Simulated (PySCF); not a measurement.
Field gradients from PBE0/pcSseg-1 densities (PySCF, non-relativistic) at GFN2-xTB geometries, isolated species, one conformer each; χzz is the principal value of largest magnitude, with Q(14N) = 0.02044 b, Q(35Cl) = −0.0817 b. GFN2-xTB bond lengths can be off by several hundredths of an ångström, more for odd bonds, and the gradients follow them. The small basis limits the accuracy of the gradients.

These 14N couplings (χzz in MHz, η) are listed in rising order: (-6.015, 0.03); (-5.067, 0.41); (-4.639, 0.08); (-4.301, 0.34); (-3.678, 0.65). Assign them to: N6 (nitrogen bridging silicon atoms) in `[CH2:1]=[N:2][Si@@H:3]([NH:4][CH3:5])[N:6]([CH3:7])[SiH3:8]`; the silicon-bound nitrogen of `C=C(C)[Si@@](C)(N)[SiH3]`; the nitrile nitrogen of `C=C1C=C(C)C(C#N)=C1`; the enamine nitrogen of `CN(C)/C([SiH3])=C\[SiH3]`; N1 (imine nitrogen) in `[H]/[N:1]=[CH:2]\[CH2:3][C:4](=[O:5])[Si@@H:6]([NH2:7])[SiH3:8]`.

-6.015 MHz, η 0.03: the enamine nitrogen of `CN(C)/C([SiH3])=C\[SiH3]`; -5.067 MHz, η 0.41: N1 (imine nitrogen) in `[H]/[N:1]=[CH:2]\[CH2:3][C:4](=[O:5])[Si@@H:6]([NH2:7])[SiH3:8]`; -4.639 MHz, η 0.08: the nitrile nitrogen of `C=C1C=C(C)C(C#N)=C1`; -4.301 MHz, η 0.34: the silicon-bound nitrogen of `C=C(C)[Si@@](C)(N)[SiH3]`; -3.678 MHz, η 0.65: N6 (nitrogen bridging silicon atoms) in `[CH2:1]=[N:2][Si@@H:3]([NH:4][CH3:5])[N:6]([CH3:7])[SiH3:8]`.

Question: Rank these 35Cl sites by the size of the quadrupole coupling, smallest first.
A. The silicon-bound chlorine of `C=C[SiH2]S[Si@H](Cl)C=C`
B. Cl8 (alkyl chlorine) in `[F:1][CH2:2][C@H:3]([SiH2:4][CH2:5][Cl:6])[CH:7]([Cl:8])[Cl:9]`
C. The silicon-bound chlorine of `CC#C[SiH2][Si@H](Cl)SC`

Answer: A (39.61 MHz), C (41.39 MHz), B (77.48 MHz).

All sites together:

```
nucleus                                                                                                 site  Vzz (au)     η  χzz (MHz)
    14N  N6 (nitrogen bridging silicon atoms) in [CH2:1]=[N:2][Si@@H:3]([NH:4][CH3:5])[N:6]([CH3:7])[SiH3:8]    -0.766  0.65     -3.678
    14N                                               the silicon-bound nitrogen of C=C(C)[Si@@](C)(N)[SiH3]    -0.895  0.34     -4.301
    14N                                                          the nitrile nitrogen of C=C1C=C(C)C(C#N)=C1    -0.966  0.08     -4.639
    14N                                                     the enamine nitrogen of CN(C)/C([SiH3])=C\[SiH3]    -1.253  0.03     -6.015
    14N               N1 (imine nitrogen) in [H]/[N:1]=[CH:2]\[CH2:3][C:4](=[O:5])[Si@@H:6]([NH2:7])[SiH3:8]    -1.055  0.41     -5.067
   35Cl                                                 the silicon-bound chlorine of CC#C[SiH2][Si@H](Cl)SC     2.156  0.09     -41.39
   35Cl                                                the silicon-bound chlorine of C=C[SiH2]S[Si@H](Cl)C=C     2.063  0.08     -39.61
   35Cl               Cl8 (alkyl chlorine) in [F:1][CH2:2][C@H:3]([SiH2:4][CH2:5][Cl:6])[CH:7]([Cl:8])[Cl:9]     4.036  0.03     -77.48
```
